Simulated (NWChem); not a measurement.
# CF$_{2}$I cation

```xyz
4

F      0.0000    -1.0530     1.8937
C      0.0000     0.0000     1.2180
F      0.0000     1.0530     1.8937
I      0.0000     0.0000    -0.7810
```
Atoms are numbered in this order, from 1.

Computed with NWChem. The geometry was optimised at PBE0/def2-SVP. def2 effective core potentials on I; no spin-orbit coupling.

**Question.** Order these by “orbital gap (eV)”, lowest first: B97-2/def2-SVP; TPSS/def2-SVP; LC-BLYP (range parameter 0.33 per bohr)/def2-SVP; TPSSh/def2-SVP.

**Answer.** TPSS/def2-SVP (3.14), TPSSh/def2-SVP (3.96), B97-2/def2-SVP (4.76), LC-BLYP (range parameter 0.33 per bohr)/def2-SVP (9.43)
